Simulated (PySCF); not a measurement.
**Electronic structure of Cl⁺ (chlorine, charge +1) at the UHF level**

Configuration: [Ne] 3s2 3p3 4s1, high-spin 5S determinant (an excited configuration). Computed with PySCF 2.14 in aug-cc-pCVTZ-DK with one added diffuse shell each of s, p, d, f type (9s8p6d4f, 91 functions), with the spin-free X2C one-electron Hamiltonian (Gaussian nucleus).

| Quantity | Value |
| --- | --- |
| Total energy | -460.000910 hartree |
| One-electron energy | -624.9331 hartree |
| Hartree (Coulomb) energy | 192.1218 hartree |
| Exchange energy | -27.1896 hartree |
| ⟨S²⟩ | 6.0005 |
| ⟨L²⟩ | 0.000 |
| Sum of ⟨r⟩ | 15.46 bohr |
| Sum of ⟨r²⟩ | 35.70 bohr² |
| Langevin diamagnetic susceptibility | -28.3 ×10⁻⁶ cm³/mol |

| shell | electrons | mean orbital energy (hartree) | rms radius, mean of both spins (bohr) |
| --- | --- | --- | --- |
| 1s α | 1 | -106.04773 | 0.105 |
| 1s β | 1 | -106.00099 | 0.105 |
| 2s α | 1 | -11.44225 | 0.478 |
| 2s β | 1 | -11.39629 | 0.478 |
| 2p α | 3 | -8.85182 | 0.451 |
| 2p β | 3 | -8.77386 | 0.451 |
| 3s α | 1 | -1.87056 | 1.56 |
| 3s β | 1 | -1.45816 | 1.56 |
| 3p α | 3 | -1.20246 | 1.74 |
| 4s α | 1 | -0.36833 | 4.47 |

The outer electron is Rydberg-like, and this basis confines it to a smaller radius and binds it less than a complete one would.

Densities and radii are taken from the X2C orbitals without a picture-change correction, which distorts them close to the nucleus.

Spin-orbit constants ζ (cm⁻¹) from the X2C one-electron operator on these orbitals: bare nucleus, nucleus screened by l(l+1)(2l+1)/3 electrons, and screened by the Breit-Pauli mean field of the electrons.

```json
{"shell": "2p", "bare": "10030", "screened nucleus": "8853", "mean field": "8316"}
{"shell": "3p", "bare": "869.6", "screened nucleus": "767.3", "mean field": "712.5"}
```
